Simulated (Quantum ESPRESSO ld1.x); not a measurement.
The platinum ion Pt3+, 75 electrons, occupied as [Xe] 4f14 5d7.

Method: Dirac Kohn-Sham, PW91, spin-unpolarised, spherical densities, point nucleus; open shells fill j = l - 1/2 first; computed with ld1.x of Quantum ESPRESSO 7.5.

Energy parts (eV):
total: -501951
kinetic: 574536
electron-nucleus: -1259705
Hartree: 192958
exchange-correlation: -9739

Orbitals (lengths in bohr, moments of r in powers of bohr; <r^-3> diverges for s and p1/2; r(90%) holds 90 % of the orbital's charge):
orbital  occ.  eigenvalue (eV)   <1/r>  r(90%)  <r^-3>  small-component weight
1s1/2       2         -78356.2   94.04  0.0313       -                8.76e-02
2s1/2       2         -13783.4   23.06   0.112       -                2.00e-02
2p1/2       2         -13210.7   23.00  0.0984       -                2.01e-02
2p3/2       4         -11481.0   18.86   0.110   19620                1.79e-02
3s1/2       2         -3264.22   8.462   0.274       -                6.66e-03
3p1/2       2         -3007.51   8.373   0.266       -                6.61e-03
3p3/2       4         -2627.28   7.295   0.288    4536                5.98e-03
3d3/2       4         -2200.41   7.193   0.261   790.7                5.86e-03
3d5/2       6         -2118.48   6.945   0.267   659.2                5.69e-03
4s1/2       2         -728.999   3.575   0.596       -                2.25e-03
4p1/2       2         -620.144   3.464   0.607       -                2.15e-03
4p3/2       4         -529.563   3.090   0.656    1083                1.91e-03
4d3/2       4         -351.445   2.885   0.690   168.5                1.71e-03
4d5/2       6         -334.605   2.798   0.706   137.4                1.65e-03
5s1/2       2         -136.586   1.439    1.36       -                5.55e-04
4f5/2       6         -107.081   2.409   0.827   27.97                1.27e-03
4f7/2       8         -103.623   2.374   0.839   26.59                1.24e-03
5p1/2       2         -101.714   1.313    1.49       -                4.74e-04
5p3/2       4         -86.5031   1.179    1.63   179.0                4.03e-04
5d3/2       4         -39.6395  0.8884    2.22   16.83                2.36e-04
5d5/2       3         -38.0017  0.8590    2.29   13.41                2.23e-04

The highest occupied level is 5d5/2 at -38.002 eV. The density falls to 0.001 e/bohr^3 at r = 3.33 bohr. For comparison, the ionisation energy in NIST's Atomic Spectra Database is 43 eV (theoretical). In exact Kohn-Sham theory the highest level is minus the ionisation energy, but local and semilocal functionals leave it too shallow, through self-interaction and a potential that decays too fast; potentials with the right tail come closer.

Beside tabulated values, note that spin-unpolarised runs miss the spin-polarisation part of the exchange energy of open shells.
